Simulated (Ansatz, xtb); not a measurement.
Two structures of BGeH2O+

Structure X is `B[O+]=[Ge]`, a singlet and structure Y is a singlet given by its coordinates. Both are isolated ions in the gas phase, relaxed with PBE0-D4/def2-TZVP; the shapes shown needn't be the lowest conformers.

X (Å):

```yaml
atoms:
  - { symbol: B, position_ang: [-2.0362, -0.5595, -0.9169] }
  - { symbol: Ge, position_ang: [-0.6812, -2.2834, 1.2418] }
  - { symbol: O, position_ang: [-1.4215, -1.3418, 0.0623] }
  - { symbol: H, position_ang: [-1.9690, 0.6174, -0.7731] }
  - { symbol: H, position_ang: [-2.5694, -1.1433, -1.8030] }
```

Y (Å):

```xyz
5

B    -3.0706   -1.0727   -0.3822
Ge    0.1128   -0.9466    0.1405
O    -1.8621   -0.9999   -0.2786
H    -4.2372   -1.1430   -0.4823
H     0.3396   -0.5292   -1.3717
```

Close contacts (Å): B1–O3 1.22, Ge2–O3 2.02, B1–H4 1.17, Ge2–H5 1.59.

Problem. Which of the two would you expect CCSD(T)/def2-TZVPP electronic energies to favour?

Solution. Structure X; the calculation gives E(Y) − E(X) = +7.0 kcal/mol.

How the difference moves with the method:

```csv
level,geometry,E(Y) − E(X) (kcal/mol),departure from the last row (kcal/mol),"job, with rough time for the two"
GFN2-xTB,GFN2-xTB,+5.2,−1.9,"optimisation, 0.095 s"
HF/STO-3G,GFN2-xTB,+26.9,+19.9,"single point, 0.16 s"
r2SCAN-D4/def2-SVP,GFN2-xTB,+6.1,−1.0,"single point, 0.92 s"
PBE0-D4/def2-TZVP,PBE0-D4/def2-TZVP,+8.0,+1.0,"optimisation, 9.9 s"
HF/def2-TZVPP,PBE0-D4/def2-TZVP,+5.7,−1.3,part of the CCSD(T) run
MP2/def2-TZVPP,PBE0-D4/def2-TZVP,+8.1,+1.1,part of the CCSD(T) run
CCSD(T)/def2-TZVPP,PBE0-D4/def2-TZVP,+7.0,,"single point, 12 s"
```

The levels shown agree on the order. The largest departure from CCSD(T)/def2-TZVPP is that of HF/STO-3G, 19.9 kcal/mol.

With harmonic frequencies from PBE0-D4/def2-TZVP (ideal gas, rigid rotor, one conformer each, 600 K, 1 atm): on the last row, ΔE + ΔZPE = +5.2, ΔH = +6.0, ΔG = +3.2 kcal/mol.

The correlated steps freeze 11 core orbitals; the filled d shell of Ge is correlated, in a basis made for valence electrons. Codes used: Ansatz 0.2.0, xtb 6.7.1; the last row on 2 threads of Intel(R) Xeon(R) 6975P-C (Granite Rapids) on a shared host.
